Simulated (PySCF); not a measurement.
Compound: C₂H₄F₂Se.
SMILES: `C(F)([Se]C)F`

The calculation used EOM-IP-CCSD/aug-cc-pVDZ in PySCF, restricted Hartree–Fock reference, 13 core orbitals frozen, non-relativistic, gas phase, PBE0-D3(BJ)/def2-SVP geometry.

Hartree–Fock orbital energies give these Koopmans values (eV): HOMO 9.47, HOMO-1 12.03, HOMO-2 13.27, HOMO-3 15.94, HOMO-4 16.18, HOMO-5 16.90, HOMO-6 17.64, HOMO-7 18.55.

Problem. What vertical ionisation energies does EOM-IP-CCSD give?

Solution. 
```json
{"leading hole (HF orbital)": "HOMO", "Koopmans (eV)": "9.47", "EOM-IP-CCSD (eV)": "8.98", "change (eV)": "-0.49", "one-hole share": "0.96"}
{"leading hole (HF orbital)": "HOMO-1", "Koopmans (eV)": "12.03", "EOM-IP-CCSD (eV)": "11.28", "change (eV)": "-0.75", "one-hole share": "0.96"}
{"leading hole (HF orbital)": "HOMO-2", "Koopmans (eV)": "13.27", "EOM-IP-CCSD (eV)": "12.40", "change (eV)": "-0.87", "one-hole share": "0.96"}
{"leading hole (HF orbital)": "HOMO-3", "Koopmans (eV)": "15.94", "EOM-IP-CCSD (eV)": "14.45", "change (eV)": "-1.49", "one-hole share": "0.95"}
{"leading hole (HF orbital)": "HOMO-4", "Koopmans (eV)": "16.18", "EOM-IP-CCSD (eV)": "14.70", "change (eV)": "-1.48", "one-hole share": "0.94"}
{"leading hole (HF orbital)": "HOMO-6", "Koopmans (eV)": "17.64", "EOM-IP-CCSD (eV)": "15.12", "change (eV)": "-2.52", "one-hole share": "0.94"}
{"leading hole (HF orbital)": "HOMO-5", "Koopmans (eV)": "16.90", "EOM-IP-CCSD (eV)": "15.22", "change (eV)": "-1.68", "one-hole share": "0.95"}
{"leading hole (HF orbital)": "HOMO-7", "Koopmans (eV)": "18.55", "EOM-IP-CCSD (eV)": "15.66", "change (eV)": "-2.89", "one-hole share": "0.94"}
```

Problem. Does the order of the lines follow the orbital energies?

Solution. No: the HOMO-6 hole (15.12 eV) falls below the HOMO-5 hole (15.22 eV). The corrections run from -2.89 to -0.49 eV, with a mean of -1.52 eV over the 8 lines; no line lies above its Koopmans value.

Problem. At what kinetic energies would He I light (21.22 eV) eject these electrons?

Solution. 12.24 eV (HOMO), 9.94 eV (HOMO-1), 8.82 eV (HOMO-2), 6.77 eV (HOMO-3), 6.52 eV (HOMO-4), 6.10 eV (HOMO-6), 6.00 eV (HOMO-5), 5.56 eV (HOMO-7).

Problem. What total energy has the lowest final state, and which wavelength reaches it?

Solution. E(CCSD) + ionisation energy = -2677.65334 + 0.33001 = -2677.32333 Eh, at the geometry of the initial state. The threshold wavelength is 1239.84 eV nm/8.98 eV = 138.1 nm.

Lines less than 0.15 eV apart could change places at a higher level. One root was sought for each valence orbital with −ε under 21 eV, eight at most, so deeper holes and satellites are missing; no vibrational structure.

The values belong to the conformer `[CH3:1][Se:2][CH:3]([F:4])[F:5]`: C1–Se2–C3–F4 -61°.
